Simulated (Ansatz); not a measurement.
Geometry optimisation, Ansatz 0.2.0, RKS B3LYP/def2-SVP.

Input file:

```yaml
crystal:
  periodic: [false, false, false]
  atoms:
    - { symbol: B, position_ang: [0.131257, -1.118348, 0.377914] }
    - { symbol: Cl, position_ang: [1.841709, -0.680972, -0.081358] }
    - { symbol: F, position_ang: [-0.73056, -1.392709, -0.571832] }
    - { symbol: F, position_ang: [-0.183335, -1.264667, 1.637675] }
    - { symbol: H, position_ang: [0.427235, 1.52226, -0.360182] }
    - { symbol: O, position_ang: [-0.503515, 1.559212, -0.090847] }
    - { symbol: H, position_ang: [-0.98279, 1.375324, -0.91147] }
basis:
  gaussian: { orbitals: def2-SVP }
hamiltonian:
  xc: b3lyp
relax:
  f_tol: 0.03
  max_steps: 50
```

Run as:

```bash
$ ansatz run input.yaml --threads 2 --pin off --max-ram 3072MiB --backend cpu --events-out ev --progress --plain --runs-dir out
```

Question: Where does it end, and by what steps?

Answer: The forces met the threshold. After 9 steps the energy has fallen by 0.321 eV; O6 moved furthest, 0.59 Å. Joined: B1–O6.

```tsv
step	energy less start (eV)	largest force component (eV/Å)	accepted
0	0.0000	0.967	yes
1	-0.0028	1.656	yes
2	-0.0823	1.365	yes
3	-0.2040	0.942	yes
4	-0.2868	0.387	yes
5	-0.3107	0.268	yes
6	-0.3182	0.157	yes
7	-0.3204	0.051	yes
8	-0.3208	0.032	yes
9	-0.3209	0.008	yes
```

```xyz
7
Properties=species:S:1:pos:R:3
B 0.044 -0.671 0.254
Cl 1.843 -0.662 -0.127
F -0.742 -1.250 -0.682
F -0.277 -0.899 1.533
H 0.468 1.433 -0.266
O -0.358 1.001 0.017
H -0.978 1.047 -0.730
```

The run took 20 s on 2 threads of Arm Neoverse V1 (shared host), peak memory 0.16 GiB.
